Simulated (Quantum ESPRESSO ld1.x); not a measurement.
Au40+, configuration [Kr] 4d3. Method: scalar-relativistic Kohn-Sham, LDA (Slater exchange, Perdew-Wang correlation), spin-polarised, spherical densities, point nucleus; open shells are filled with parallel spins first; computed with ld1.x of Quantum ESPRESSO 7.5.

Unscreened Slater integrals over Kohn-Sham orbitals (cm^-1). They are taken over the spin-up orbitals. Empty in this configuration: 4f.

integral,value
"F0(4d,4d)",514320
"F2(4d,4d)",262060
"F4(4d,4d)",178710
"F0(4d,4p)",512430
"F2(4d,4p)",262390
"G1(4d,4p)",325460
"G3(4d,4p)",208930
"F0(4d,4s)",521000
"G2(4d,4s)",259540
"F0(4d,3d)",658940
"F2(4d,3d)",195360
"F4(4d,3d)",98382
"G0(4d,3d)",61918
"G2(4d,3d)",79290
"G4(4d,3d)",62639
"F0(4d,4f)",529030
"F2(4d,4f)",264530
"F4(4d,4f)",172160
"G1(4d,4f)",265430
"G3(4d,4f)",185760
"G5(4d,4f)",137350
"F0(4p,4p)",512060
"F2(4p,4p)",266630
"F0(4p,4s)",520340
"G1(4p,4s)",351070
"F0(4p,3d)",649550
"F2(4p,3d)",186100
"G1(4p,3d)",60148
"G3(4p,3d)",60876
"F0(4p,4f)",527690
"F2(4p,4f)",266820
"G2(4p,4f)",207320
"G4(4p,4f)",153790
"F0(4s,4s)",529430
"F0(4s,3d)",664510
"G2(4s,3d)",62775
"F0(4s,4f)",538290
"G3(4s,4f)",186720
"F0(3d,3d)",1203500
"F2(3d,3d)",615190
"F4(3d,3d)",396250
"F0(3d,4f)",685880
"F2(3d,4f)",233680
"F4(3d,4f)",126680
"G1(3d,4f)",212020
"G3(3d,4f)",126290
"G5(3d,4f)",87828
"F0(4f,4f)",557020
"F2(4f,4f)",301330
"F4(4f,4f)",198370
"F6(4f,4f)",145730

Derived for the open shells (J is the average intra-shell exchange parameter used in DFT+U). 4d: Racah B = F2/49 - 5 F4/441 = 3322 cm^-1, C = 35 F4/441 = 14180 cm^-1, C/B = 4.27, F4/F2 = 0.682, J = (F2 + F4)/14 = 31480 cm^-1.
